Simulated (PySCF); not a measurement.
Members of one series of related molecules.

All values: PBE0/pcSseg-1 (PySCF) at GFN2-xTB geometries, gas phase, one conformer each.

**Question.** Rank by the highest IAO charge on any atom, lowest value first.
A. `[C@@]1(N[SiH3])([C@H](CC)C1)[SiH3]`
B. `CCO[C@@]1([SiH3])C[C@@H]1CC`
C. `CC[C@@H]1C[C@]1([SiH3])C(C)=O`
D. `CC[C@@H]1C[C@@]1([SiH3])C(Cl)Cl`

**Answer.** B (+0.564 e), D (+0.595 e), C (+0.624 e), A (+0.735 e).

**Question.** Rank by HOMO–LUMO gap, lowest first.
A. `C1[C@@H]([C@]1(C=C)[SiH3])CC`
B. `C1[C@@H]([C@@]1([SiH3])OCC)CC`
C. `CC[C@@H]1C[C@@]1([SiH3])Cl`
D. `CC[C@@H]1C[C@H]1[SiH3]`
E. `CC[C@@H]1C[C@]1([SiH3])C(C)=S`
F. `[C@H]1(CC)[C@]([SiH3])(C1)C(=O)C`

**Answer.** E (4.32 eV), F (6.55 eV), A (7.18 eV), B (7.89 eV), C (8.16 eV), D (8.83 eV).

**Question.** Rank by the lowest IAO charge on any atom, highest value first.
A. `CC[C@@H]1C[C@]1([SiH3])CCl`
B. `CC[C@@H]1C[C@]1([SiH3])C(C)=S`
C. `CC[C@@H]1C[C@@]1([SiH3])N[SiH3]`
D. `CC[C@@H]1C[C@]1([SiH3])C(C)=O`

**Answer.** A (-0.414 e), B (-0.429 e), D (-0.471 e), C (-0.667 e).

All values together:

| SMILES | change | formula | μ (D) | HOMO (eV) | LUMO (eV) | lowest IAO charge (e) | highest IAO charge (e) | lowest Hirshfeld charge (e) | highest Hirshfeld charge (e) |
| --- | --- | --- | --- | --- | --- | --- | --- | --- | --- |
| CC[C@@H]1C[C@H]1[SiH3] | parent | C5H12Si | 0.81 | -7.85 | 0.98 | -0.424 (C) | +0.613 (Si) | -0.135 (C) | +0.312 (Si) |
| CC[C@@H]1C[C@]1([SiH3])C(C)=O | H on C replaced by COCH3 | C7H14OSi | 2.79 | -7.18 | -0.63 | -0.471 (C) | +0.624 (Si) | -0.225 (O) | +0.313 (Si) |
| CC[C@@H]1C[C@@]1([SiH3])C(Cl)Cl | H on C replaced by CHCl2 | C6H12Cl2Si | 2.05 | -8.23 | 0.08 | -0.415 (C) | +0.595 (Si) | -0.115 (C) | +0.295 (Si) |
| CC[C@@H]1C[C@]1([SiH3])CCl | H on C replaced by CH2Cl | C6H13ClSi | 2.13 | -7.83 | 0.66 | -0.414 (C) | +0.599 (Si) | -0.116 (C) | +0.296 (Si) |
| CC[C@@H]1C[C@@]1([SiH3])OC(F)F | H on C replaced by OCHF2 | C6H12F2OSi | 3.51 | -7.94 | 0.67 | -0.417 (C) | +0.608 (C) | -0.129 (O) | +0.299 (Si) |
| CC[C@@H]1C[C@]1([SiH3])C(C)=S | H on C replaced by C(S)CH3 | C7H14SSi | 3.13 | -6.32 | -2.01 | -0.429 (C) | +0.608 (Si) | -0.119 (C) | +0.280 (Si) |
| CC[C@@H]1C[C@]1(F)[SiH3] | H on C replaced by F | C5H11FSi | 1.80 | -7.81 | 0.73 | -0.415 (C) | +0.598 (Si) | -0.119 (F) | +0.315 (Si) |
| CCO[C@@]1([SiH3])C[C@@H]1CC | H on C replaced by OC2H5 | C7H16OSi | 1.22 | -6.93 | 0.96 | -0.422 (C) | +0.564 (Si) | -0.131 (O) | +0.298 (Si) |
| CC[C@@H]1C[C@@]1([SiH3])Cl | H on C replaced by Cl | C5H11ClSi | 2.10 | -7.69 | 0.47 | -0.415 (C) | +0.614 (Si) | -0.115 (C) | +0.303 (Si) |
| C=N[C@@]1([SiH3])C[C@@H]1CC | H on C replaced by N=CH2 | C6H13NSi | 1.50 | -6.81 | -0.35 | -0.415 (C) | +0.616 (Si) | -0.136 (N) | +0.307 (Si) |
| CC[C@@H]1C[C@@]1([SiH3])N[SiH3] | H on C replaced by NHSiH3 | C5H15NSi2 | 0.83 | -6.39 | 0.70 | -0.667 (N) | +0.735 (Si) | -0.235 (N) | +0.338 (Si) |
| C=C[C@@]1([SiH3])C[C@@H]1CC | H on C replaced by vinyl | C7H14Si | 0.66 | -7.09 | 0.09 | -0.415 (C) | +0.602 (Si) | -0.117 (C) | +0.307 (Si) |

Conformers: `[CH3:1][CH2:2][C@@H:3]1[CH2:4][C@H:5]1[SiH3:6]` with C1–C2–C3–C4 154°; `[CH3:1][CH2:2][C@@H:3]1[CH2:4][C@:5]1([SiH3:6])[C:7]([CH3:8])=[O:9]` with C1–C2–C3–C4 155°, C4–C5–C7–C8 28°; `[CH3:1][CH2:2][C@@H:3]1[CH2:4][C@@:5]1([SiH3:6])[CH:7]([Cl:8])[Cl:9]` with C1–C2–C3–C4 -87°, C4–C5–C7–Cl8 158°; `[CH3:1][CH2:2][C@@H:3]1[CH2:4][C@:5]1([SiH3:6])[CH2:7][Cl:8]` with C1–C2–C3–C4 -94°, C4–C5–C7–Cl8 -152°; `[CH3:1][CH2:2][C@@H:3]1[CH2:4][C@@:5]1([SiH3:6])[O:7][CH:8]([F:9])[F:10]` with C1–C2–C3–C4 157°, C4–C5–O7–C8 141°, C5–O7–C8–F9 -158°; `[CH3:1][CH2:2][C@@H:3]1[CH2:4][C@:5]1([SiH3:6])[C:7]([CH3:8])=[S:9]` with C1–C2–C3–C4 153°, C4–C5–C7–C8 7°; `[CH3:1][CH2:2][C@@H:3]1[CH2:4][C@:5]1([F:6])[SiH3:7]` with C1–C2–C3–C4 -84°; `[CH3:1][CH2:2][O:3][C@@:4]1([SiH3:5])[CH2:6][C@@H:7]1[CH2:8][CH3:9]` with C1–C2–O3–C4 178°, C2–O3–C4–Si5 74°, C6–C7–C8–C9 -161°; `[CH3:1][CH2:2][C@@H:3]1[CH2:4][C@@:5]1([SiH3:6])[Cl:7]` with C1–C2–C3–C4 -89°; `[CH2:1]=[N:2][C@@:3]1([SiH3:4])[CH2:5][C@@H:6]1[CH2:7][CH3:8]` with C1–N2–C3–Si4 -120°, C5–C6–C7–C8 87°; `[CH3:1][CH2:2][C@@H:3]1[CH2:4][C@@:5]1([SiH3:6])[NH:7][SiH3:8]` with C1–C2–C3–C4 -88°, C4–C5–N7–Si8 81°; `[CH2:1]=[CH:2][C@@:3]1([SiH3:4])[CH2:5][C@@H:6]1[CH2:7][CH3:8]` with C1–C2–C3–Si4 96°, C5–C6–C7–C8 -156°.

**Question.** Give the shifts from the parent, `CC[C@@H]1C[C@H]1[SiH3]`.

**Answer.** 
```csv
SMILES,change in μ (D),change in HOMO (eV),change in LUMO (eV)
CC[C@@H]1C[C@]1([SiH3])C(C)=O,+1.98,+0.67,-1.61
CC[C@@H]1C[C@@]1([SiH3])C(Cl)Cl,+1.24,-0.38,-0.90
CC[C@@H]1C[C@]1([SiH3])CCl,+1.32,+0.02,-0.32
CC[C@@H]1C[C@@]1([SiH3])OC(F)F,+2.70,-0.09,-0.31
CC[C@@H]1C[C@]1([SiH3])C(C)=S,+2.32,+1.53,-2.99
CC[C@@H]1C[C@]1(F)[SiH3],+0.99,+0.04,-0.25
CCO[C@@]1([SiH3])C[C@@H]1CC,+0.41,+0.92,-0.02
CC[C@@H]1C[C@@]1([SiH3])Cl,+1.29,+0.16,-0.51
C=N[C@@]1([SiH3])C[C@@H]1CC,+0.69,+1.04,-1.33
CC[C@@H]1C[C@@]1([SiH3])N[SiH3],+0.02,+1.46,-0.28
C=C[C@@]1([SiH3])C[C@@H]1CC,-0.15,+0.76,-0.89
```
